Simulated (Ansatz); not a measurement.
copper atom (Cu), doublet. Base run: Ansatz (an electronic-structure program) with B3LYP/aug-cc-pVDZ.

Here is a job for Ansatz.
Ansatz 0.2 input:
```yaml
crystal:
  periodic: [false, false, false]
  atoms:
    - {symbol: Cu, position_ang: [0.00000000, 0.00000000, 0.00000000]}
basis:
  gaussian:
    orbitals: aug-cc-pVDZ
hamiltonian:
  xc: b3lyp
magnetization: {spin_polarized: true, initial_magnetization: 1}
```

Each row names what was changed in the base input (with any setting that the change needs).

| change | ΔE vs base (mEh) |
|---|---|
| base | 0.000 |
| point_charge = charge:0.5 position_ang:0.5867, -2.2988, 1.8361 | -6.459 |
| fitting.mean_field = def2-universal-JKFIT | -0.005 |
| forces = on | 0.000 |
| lower_state_search = full | 0.000 |
| lower_state_search = light | 0.000 |
| point_charge = charge:-1.0 position_ang:1.838, 0.2234, 2.3604 | -18.134 |
| final_grid = 4, 8, 17 | -0.019 |
| final_grid = 14, 28, 59 | 0.000 |
| final_grid = 6, 12, 29 | 0.000 |
| nuclear_model = gaussian | 5.434 |
